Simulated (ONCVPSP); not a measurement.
## Ranking ONCV potentials for Pm (Z = 61)

All share these settings but for the change named:

```
Element                 : Pm (Z = 61)
Generator               : ONCVPSP 4.0.1
Type                    : optimised norm-conserving Vanderbilt (ONCV)
Functional              : LDA (Perdew-Zunger)
Relativity              : scalar-relativistic
Frozen core             : [Kr] 4d10 4f4
Valence charge          : 11
Reference configuration : 5s2 5p6 5d1 6s1 6p1
Partial waves           : 5s+6s: rc 2.30 bohr, ncon 3, nbas 8, qcut 6.3 1/bohr, 2 projectors; 5p+6p: rc 3.10 bohr, ncon 4, nbas 7, qcut 5.5 1/bohr, 2 projectors; 5d: rc 2.75 bohr, ncon 4, nbas 9, qcut 6.7 1/bohr, 2 projectors, debl 2.3 Ha
Local potential         : polynomial inside 2.25 bohr (lpopt 5, dvloc0 2 Ha)
Core correction         : polynomial model core, fcfact 0.75
```

Cutoff: the first of the cutoffs (Ha) at which the residual kinetic energy of the hardest occupied pseudo-wave falls to 1 and 0.1 mHa per electron; the density cutoff is not measured.

The base gives 12 Ha.

Of 6 variants that were run, those that failed, showed a ghost or another fault, or gave nearly equal values are left out.

A variant can come out equal or close to the base.

**Question.** Rank these variants from softest to hardest (loose cutoff).
A. s: rc 2.04; local potential polynomial inside 2.04 bohr (lpopt 5, dvloc0 2 Ha)
B. s: rc 3.06
C. s: rc 2.34

**Answer.** B (8 Ha), C (12 Ha), A (13 Ha).
